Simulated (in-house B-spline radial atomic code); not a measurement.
Configurations of Rh⁴⁺, with energies counted from [Kr] 4d5. Computed with a B-spline radial code for spherical atoms: scalar-relativistic (X2C) wB97X, spin-polarised, spherical fractional occupations, exact exchange averaged over the configuration, Fermi nucleus of rms radius 4.4945 fm. Shells without spins written out take the highest spin.

Occupations are held fixed; configurations that lie above the ionisation limit could autoionise.

```tsv
configuration	E - E(ref) (eV)	highest orbital	its <r> (bohr)
[Kr] 4d4 5s1	16.64	5s up	2.235
[Kr] 4d4 4f1	38.913	4f up	2.524
[Ar] 3d10 4s2 4p5 4d6	47.828	4d down	1.316
[Ar] 3d10 4s2 4p5 4d5 5f1	91.351	5f up	4.829
[Ar] 3d9 4s2 4p6 4d5 4f1	349.08	4f up	2.405
```

**Question.** Order these further configurations by energy, lowest first.
A. [Ar] 3d9 4s2 4p6 4d5 5s1
B. [Ar] 3d10 4s2 4p5 4d5 5p1
C. [Ar] 3d9 4s2 4p6 4d5 5f1
D. [Ar] 3d9 4s2 4p6 4d5 5p1
E. [Ar] 3d10 4s2 4p5 4d5 5d1

**Answer.** B (69.01 eV), E (80.948 eV), A (326.48 eV), D (335.22 eV), C (357.81 eV).
